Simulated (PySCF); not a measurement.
Be(I)(SMe) (CH3BeIS), SMILES [S](C)[Be][I].

Coordinates come from a PBE0-D3(BJ)/def2-SVP optimisation. The def2 effective core potentials stand for the cores of I; spin–orbit coupling is left out. One conformer was computed; it need not be the lowest.

Computed with C-PCM-ωB97X/def2-SVP run with PySCF.

The values are the electrostatic part of the solvation free energy, E(continuum) − E(gas) at the gas-phase geometry, in a cavity of scaled van der Waals radii (PySCF's table); cavitation and dispersion terms are not included. A continuum can't describe solvent molecules that bind to the metal. In vacuum the orbital gap is 10.33 eV. The dipole moment in vacuum is 1.67 D.

```json
[
 {"solvent": "water", "ε": "78.36", "ΔG(elec) (kcal/mol)": "-6.2", "dipole (D)": "2.10", "gap (eV)": "10.72"},
 {"solvent": "diethylether", "ε": "4.24", "ΔG(elec) (kcal/mol)": "…", "dipole (D)": "…", "gap (eV)": "…"},
 {"solvent": "chlorobenzene", "ε": "5.70", "ΔG(elec) (kcal/mol)": "-5.0", "dipole (D)": "2.01", "gap (eV)": "10.64"}
]
```

What belongs in the gaps? (An estimate is asked for; the answer gives what the named calculation found.)


- diethylether, ΔG(elec) (kcal/mol): -4.6
- diethylether, dipole (D): 1.98
- diethylether, gap (eV): 10.62
